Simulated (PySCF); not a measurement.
The PySCF input:
```python
from pyscf import gto, scf

mol = gto.M(
    atom='''
O     1.412777   -0.152744   -0.328451
S     0.175328   -0.006149    0.328915
F    -0.664628    1.263810   -0.187633
F    -0.902868   -1.117107   -0.105148
''',
    basis='def2-svp',
    charge=1,
    spin=1,
    verbose=4,
)

mf = scf.UHF(mol)
mf.kernel()
mo_i, mo_e, stable_i, stable_e = mf.stability(internal=True, external=True, return_status=True, nroots=6, tol=1e-6)
print('internally stable:', stable_i, ' externally stable:', stable_e)
if not stable_i:
    umf = mf.copy()
    umf.scf_summary = {}
    umf.kernel(umf.make_rdm1(mo_i, mf.mo_occ))
```

Task: What does this run give for the Mulliken (on the basis functions themselves) charges in atom order, total energy, nuclear repulsion energy, <S^2>?

Result: 
The Mulliken (on the basis functions themselves) charges in atom order comes out as O1 -0.08, S2 1.62, F3 -0.27, F4 -0.27 and the total energy is -1340.796058 Ry. The nuclear repulsion energy is 191.0264 Eh and the <S^2> is 0.809.

These values belong to the state on which the SCF converged, which isn't shown to be the lowest.
